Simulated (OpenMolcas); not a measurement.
# S III: from RASSCF to RASPT2

| Quantity | Value |
| --- | --- |
| Program | OpenMolcas |
| Basis | ANO-RCC-VTZP [5s4p2d1f] |
| Scalar Hamiltonian | DKH2, point nucleus |
| Active space | 4 electrons in 9 orbitals (RAS2 3s 3p; RAS3 3d, at most 2 electrons) |
| State averaging | 2S+1 = 3 even, 6 roots; 2S+1 = 1 even, 12 roots; 2S+1 = 5 odd, 1 root; 2S+1 = 3 odd, 8 roots; 2S+1 = 1 odd, 8 roots |
| Spin-orbit coupling | RASSI with atomic mean-field integrals over the reference wave functions, term energies averaged over their components |

Methods on the same reference wave functions:
A. RASSCF
B. SS-RASPT2, IPEA 0.25 Eh, imaginary shift 0.1 Eh (closed shells correlated: 2s 2p)
C. MS-RASPT2, IPEA 0.25 Eh, imaginary shift 0.1 Eh (closed shells correlated: 2s 2p)
D. XMS-RASPT2, IPEA 0.25 Eh, imaginary shift 0.1 Eh (closed shells correlated: 2s 2p)

Energies in cm⁻¹ above 3s² 3p² ³P₀, the measured ground level; measured values from NIST levels in Podobedova, Kelleher and Wiese, J. Phys. Chem. Ref. Data 38, 171 (2009).

```json
{"Level": "3s² 3p² ³P₀", "A": "0.0", "B": "0.0", "C": "0.0", "D": "0.0", "Measured": "0.0"}
{"Level": "3s² 3p² ³P₁", "A": "262", "B": "263", "C": "264", "D": "264", "Measured": "299"}
{"Level": "3s² 3p² ³P₂", "A": "744", "B": "744", "C": "747", "D": "746", "Measured": "833"}
{"Level": "3s² 3p² ¹D₂", "A": "13452", "B": "11720", "C": "11720", "D": "11680", "Measured": "11323"}
{"Level": "3s² 3p² ¹S₀", "A": "30304", "B": "27930", "C": "27850", "D": "28310", "Measured": "27161"}
{"Level": "3s 3p³ ⁵S°₂", "A": "53628", "B": "56650", "C": "56670", "D": "56940", "Measured": "58672"}
{"Level": "3s 3p³ ³D°₁", "A": "83286", "B": "83590", "C": "83610", "D": "83870", "Measured": "84019"}
{"Level": "3s 3p³ ³D°₂", "A": "83301", "B": "83610", "C": "83630", "D": "83880", "Measured": "84047"}
{"Level": "3s 3p³ ³D°₃", "A": "83337", "B": "83640", "C": "83660", "D": "83920", "Measured": "84099"}
{"Level": "3s 3p³ ³P°₂", "A": "99329", "B": "98800", "C": "98820", "D": "99090", "Measured": "98745"}
{"Level": "3s 3p³ ³P°₁", "A": "99358", "B": "98830", "C": "98850", "D": "99120", "Measured": "98766"}
{"Level": "3s 3p³ ³P°₀", "A": "99366", "B": "98830", "C": "98850", "D": "99130", "Measured": "98772"}
```

Deviations, from unrounded energies. A percentage is the sum of absolute deviations over the sum of measured energies, with the sign that they share, or ± where signs differ.

```json
{"Against measurement": "mean absolute deviation (cm-1)", "Levels": "11", "A": "1300", "B": "440", "C": "430", "D": "450"}
{"Against measurement": "fine structure of the ground term (%)", "Levels": "2", "A": "-11.1", "B": "-11.0", "C": "-10.6", "D": "-10.7"}
{"Against measurement": "other terms of the ground configuration (%)", "Levels": "2", "A": "+13.7", "B": "+3.1", "C": "+2.8", "D": "+3.9"}
{"Against measurement": "other configurations (%)", "Levels": "7", "A": "±1.5", "B": "±0.6", "C": "±0.6", "D": "±0.5"}
```

B, C, D lie about equally close to measurement and A furthest from it. The largest miss of C in the table is 3s 3p³ ⁵S°₂, by -2000 cm-1. The ranking rests on the paired levels alone, and a cruder setting can come out closer through cancelling errors.

Among B to D the level of the table that moves most is 3s² 3p² ¹S₀, by 460 cm-1 (lowest in C, highest in D). Moves below CASPT2's spread within the term are not significant.

The mean deviations of B to D differ by less than CASPT2's widest spread within a term (26 cm-1), so their order carries little weight.

From A to B the spin-free energies of the other terms of 3s² 3p² shown, above ³P, scale by factors of 0.87 to 0.92.

The lowest spin-free term lies below A's lowest term by 0.037 hartree in B, 0.037 hartree in C, 0.038 hartree in D.

Term energies are means over components that CASPT2 splits; among the terms shown or strongly mixed into the levels shown the widest spread is 26 cm-1 (3s 3p³ ³P°, D). The run also gave levels led by 3s 3p² 3d, 3s² 3p 3d, which use shells meant for correlation; these and all levels above them are left out. Some terms mix strongly with configurations of 3d, whose occupation reaches 0.21 (3s 3p³ ³D°, 3s 3p³ ³P°). Measured partners are found by configuration, term and J. A level has none where our copy of the source lacks it or the pairing is in doubt (some pairs that miss far off the trend of their configuration count as doubtful), and it then counts in no deviation. Levels of configurations outside the active space are missing. The table leaves out levels that lie high or whose names do not pair safely across all columns.

° marks odd parity.
